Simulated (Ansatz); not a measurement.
Correlation energies of `[CH3][Al]([OH])[OH]` by basis set

Cartesian coordinates in Å:
```
C 1.085 -0.447 -0.961
Al -0.300 0.129 0.259
O -0.258 -0.435 1.860
O -1.512 1.175 -0.304
H 1.049 -1.530 -1.110
H 0.987 0.032 -1.937
H 2.078 -0.217 -0.565
H -0.890 -0.220 2.541
H -2.238 1.512 0.217
```

Total charge 0; spin multiplicity 1. The structure was optimised at the PBE0-D4/def2-TZVP level. It is one conformer, not always the lowest. Frozen core, restricted reference, Ansatz 0.2.0. CBS rows extrapolate triple and quadruple zeta; past MP2 they add the triple-zeta difference.

| basis | HF (Eh) | MP2 corr. | CCSD corr. | (T) | CCSD(T) total |
| --- | --- | --- | --- | --- | --- |
| def2-SVP | -432.31988 | -0.58479 | -0.61477 | -0.01309 | -432.94774 |
| def2-TZVPP | -432.64902 | -0.74341 | ? | -0.02661 | ? |
| def2-QZVPP | ? | -0.80108 | – | – | – |
| CBS(def2) | -432.66838 | ? | ? | as TZ | ? |

**Question.** Fill in the withheld values. (Estimate.)

**Answer.** The calculation gave: def2-TZVPP CCSD corr.: -0.76474; def2-TZVPP CCSD(T) total: -433.44037; def2-QZVPP HF (Eh): -432.66604; CBS(def2) MP2 corr.: -0.84379; CBS(def2) CCSD corr.: -0.86512; CBS(def2) CCSD(T) total: -433.56011.
